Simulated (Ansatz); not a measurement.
Reaction (formal loss of a carbene): `C[NH][AlH][Cl]` → `[CH2]` (triplet) + `[NH2][AlH][Cl]`

Gas-phase electronic energies from Ansatz, PBE0-D4/def2-TZVP geometries. CCSD(T)/CBS adds triple-zeta CCSD(T) − MP2 to the extrapolated MP2 energy (def2 sets, frozen cores). This one scheme is used for every species. Functionals use def2-TZVPP. HSE06 is defined as in plane-wave codes. Triplets are unrestricted, without spin–orbit coupling. One conformer a species, not always the lowest.

```
         level  ΔE (kJ/mol)
       BLYP-D4        390.8
      HSE06-D4        393.2
          BLYP        377.4
        r2SCAN        369.1
         HSE06        388.2
 HF/def2-QZVPP        248.7
  HF/CBS(def2)        248.7
CCSD/CBS(def2)        381.3
```

(1) What does CCSD(T)/CBS give? (Best estimate.)

Largest T1 diagnostic among the species: 0.011.

Results:

(1) Ansatz gave: +392.5 kJ/mol. The listed levels differ from it by -1.7, 0.7, -15.1, -23.4, -4.3, -143.8, -143.8, -11.2 kJ/mol.

In def2-TZVPP, CCSD(T) changes the Hartree–Fock value by +134.2 kJ/mol (the triples alone add +11.2 kJ/mol) and MP2 by +144.6 kJ/mol. From r2SCAN to r2SCAN0 (25 % exact exchange), in def2-TZVPP and without D4, ΔE moves by −4.7 kJ/mol.
